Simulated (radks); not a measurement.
Q: All-electron atom: Nb I in [Kr] 4d4 5s0.5 5p0.5 (fractional occupations, a model configuration). All-electron calculation, Dirac Kohn-Sham, PBEsol, spin-unpolarised, spherical densities, finite nucleus; open shells fill j = l - 1/2 first; Fermi nuclear charge, rms radius 4.324 fm. Program: a radial shooting solver on a logarithmic mesh with Libxc functionals.

Spin-orbit splittings of the eigenvalues, e(l+1/2) - e(l-1/2), with zeta = 2 splitting/(2l+1) and mean radii in bohr:

| shell | occ. | splitting (eV) | zeta (eV) | <r> j=l-1/2 | <r> j=l+1/2 |
|---|---|---|---|---|---|
| 2p | 6 | ? | ? | 0.1346 | 0.1391 |
| 3p | 6 | 15.50 | 10.34 | 0.4388 | 0.4494 |
| 3d | 10 | 2.887 | 1.155 | 0.4311 | 0.4346 |
| 4p | 6 | 2.104 | 1.403 | 1.283 | 1.315 |
| 4d | 4 | 0.1566 | 0.06264 | 2.173 | 2.206 |
| 5p | 0.5 | 0.09468 | 0.06312 | 5.199 | 5.356 |

Estimate the 2p splitting.

A: 95.68 eV (zeta = 63.79 eV).
